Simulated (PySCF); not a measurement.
Computed shifts of a molecule Cl₂H₄OSi₂, PBE/pcSseg-1 (PySCF), GIAO, gas phase, atoms alike by connectivity averaged where their shifts nearly agree, in ppm (number of nuclei): ²⁹Si: -12.4 (2). ¹H: 6.11 (2), 5.92 (2). References: ²⁹Si against TMS (σ = 335.4 ppm); ³⁵Cl against HCl (σ = 936.5 ppm); ¹⁷O against H2O (σ = 334.3 ppm); ¹H against TMS (σ = 31.49 ppm), references at their B3LYP-D3(BJ)/def2-TZVP geometries, non-relativistic (without spin–orbit terms, shifts of atoms bonded to Cl or Br come out too high). Coordinates come from a B3LYP-D3(BJ)/def2-SVP optimisation. One conformer was computed; it need not be the lowest.

Problem. Which molecule gave these data?
A) O[Si]([SiH3])(Cl)Cl
B) O[Si@@H](Cl)[SiH2]Cl
C) Cl[SiH2]O[SiH2]Cl
D) O[SiH2][SiH](Cl)Cl

Solution. C, Cl[SiH2]O[SiH2]Cl
